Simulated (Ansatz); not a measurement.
Ideal-gas functions of `[SeH]C1BO1` at 400 K and 1 bar, from an Ansatz frequency run at PBE0-D4/def2-TZVP.

Molar mass 120.81 g/mol, point group C1 (symmetry number 1), electronic degeneracy 1, moments of inertia 24.691, 199.145, 205.063 u Å². Harmonic wavenumbers (cm⁻¹, unscaled): 200, 264, 312, 583, 678, 771, 853, 886, 986, 1171, 1251, 1450, 2431, 2753, 3175.

Use S(trans) = R[1.5 ln M + 2.5 ln T − 1.1517]; rotational temperatures θ = 24.2544 K / I; S(rot) = R[ln(√π/σ · √(T³/θAθBθC)) + 1.5]; for each mode x = 1.438777 ν̃/T, S = R[x/(eˣ − 1) − ln(1 − e⁻ˣ)] and H = RT x/(eˣ − 1); 1 cm⁻¹ = 0.0119627 kJ/mol; R = 8.31446 J/(mol·K).

Question: By hand: the entropy, in J/(mol·K).

Answer: Translation 174.8. Rotation: θ = 0.9823, 0.1218, 0.1183 K, giving 109.7. Vibration, mode by mode: 11.23, 9.05, 7.78, 3.53, 2.70, 2.07, 1.64, 1.49, 1.12, 0.65, 0.51, 0.28, 0.01, 0.00, 0.00, in all 42.1. Electronic 0.0. Sum 326.6 J/(mol·K).

Question: By hand: H − E and G − E in kJ/mol, counted from the electronic energy.

Answer: Zero-point energy ½ × 17764 × 0.0119627 = 106.3; thermal vibration 10.2; translation, rotation and pV give 4 RT = 13.3. H − E = 129.8 kJ/mol, and G − E = 129.8 − 400 × 326.6/1000 = -0.8 kJ/mol.

Vibration gives 13 % of the entropy. The sum counts one conformer and one mirror image; others add a mixing term.
